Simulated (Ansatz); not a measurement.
One change: `[SiH3][CH2][Zn][GaH2]` becomes `[F][Zn][CH2][SiH3]`.

Ansatz, PBE0-D4/def2-TZVP geometries, multiplicity 1. Each molecule was computed in one conformer, which needn't be the lowest.

Scalar relativity is left out up to krypton.

```tsv
property	`[SiH3][CH2][Zn][GaH2]`
HOMO–LUMO gap (ωB97M-V/def2-TZVPP) / eV	7.95
HOMO energy (PBE/def2-TZVPP) / eV	-5.69
LUMO energy (B3LYP/def2-TZVPP) / eV	-2.59
HOMO energy (B3LYP/def2-TZVPP) / eV	-6.45
HOMO energy (PBE0/def2-TZVPP) / eV	-6.65
LUMO energy (PBE0/def2-TZVPP) / eV	-2.36
```

(1) What does the change do to each property? (Best estimate.)

## Answers

(1) Ansatz gave: 
```
                               property  `[F][Zn][CH2][SiH3]`  shift
HOMO–LUMO gap (ωB97M-V/def2-TZVPP) / eV                 11.50   3.55
      HOMO energy (PBE/def2-TZVPP) / eV                 -7.44  -1.75
    LUMO energy (B3LYP/def2-TZVPP) / eV                 -1.11   1.48
    HOMO energy (B3LYP/def2-TZVPP) / eV                 -8.40  -1.95
     HOMO energy (PBE0/def2-TZVPP) / eV                 -8.57  -1.92
     LUMO energy (PBE0/def2-TZVPP) / eV                 -0.80   1.56
```

With PBE0 the HOMO falls by 1.92 eV and the LUMO rises by 1.56 eV, so the gap widens by about 3.48 eV. PBE moves the HOMO by -1.75 eV and ωB97M-V by -2.11 eV.

B3LYP here is the variant with VWN-RPA as its local correlation; programs differ in this.
